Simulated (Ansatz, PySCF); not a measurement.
Energy difference R1 → P1 + P2, each structure at its B3LYP-D3(BJ)/def2-TZVP stationary point, reached from a drawn start (curvature not checked).
R1: H4Sn (SMILES [SnH4]), charge 0, multiplicity 1.
P1, H2Sn (SMILES [SnH2]) (charge 0, multiplicity 1):
```xyz
3

Sn     0.00000     0.00000    -0.83525
H      1.26527     0.00000     0.41768
H     -1.26527     0.00000     0.41768
```
P2, H2 (SMILES [H][H]) (charge 0, multiplicity 1, Z-matrix in Å and degrees):
```
H
H 1 0.7440
```

P less R. No zero-point or thermal terms; no spin–orbit coupling.

Correlated levels freeze the cores. In cc and def2 sets filled d and f shells under p-block atoms count as core. CBS: X⁻³ extrapolation of the correlation energy, Hartree–Fock from the larger set.

Programs: Ansatz (Gaussian basis) for Hartree–Fock, density functionals and correlated methods; PySCF for the D3/D4 terms. No computed number here is a measurement. Elements past Kr take the def2 small-core potentials, without spin–orbit coupling.

Question: What reaction energy does PBE0-D4/def2-TZVPP give?

Answer: 1.07 eV

Question: What is the computed reaction energy (HF/def2-QZVPP)?

Answer: 0.97 eV

Question: Give the reaction energy at the level CCSD(T)/CBS(def2-TZVPP, def2-QZVPP).

Answer: 1.00 eV

Ansatz is a program for electronic structure.
